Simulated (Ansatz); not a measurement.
System: ZnI$_{2}$, net charge -1, doublet state. The spin state was set by rule; other spins were not relaxed. 
Coordinates optimised at B3LYP-D3(BJ)/def2-TZVP (Ansatz, a program for electronic structure):
```xyz
3

Zn    -0.1142     0.6341     0.8028
I     -0.1633     1.6591    -1.7072
I      0.2279    -2.0180     1.2528
```
Charge -1, spin multiplicity 2.

Basis-set convergence of Hartree-Fock and MP2 correlation energies (hartree) with Ansatz. Cores are frozen in the correlated levels unless marked. Open shells are spin-unrestricted. No spin-orbit coupling. The frozen core is the preceding noble-gas configuration, with the filled d and f shells of earlier blocks. Past Kr the def2 sets carry scalar-relativistic core potentials. This anion needs diffuse functions, which these sets lack.

```tsv
basis	functions	E(HF)	E(corr, MP2)
def2-SVP	83	-2371.02982	-0.47829
def2-TZVPP	164	…	…
```

Task: Complete the blanks.

Result: 
- def2-TZVPP, E(HF): -2371.30050
- def2-TZVPP, E(corr, MP2): -0.76053
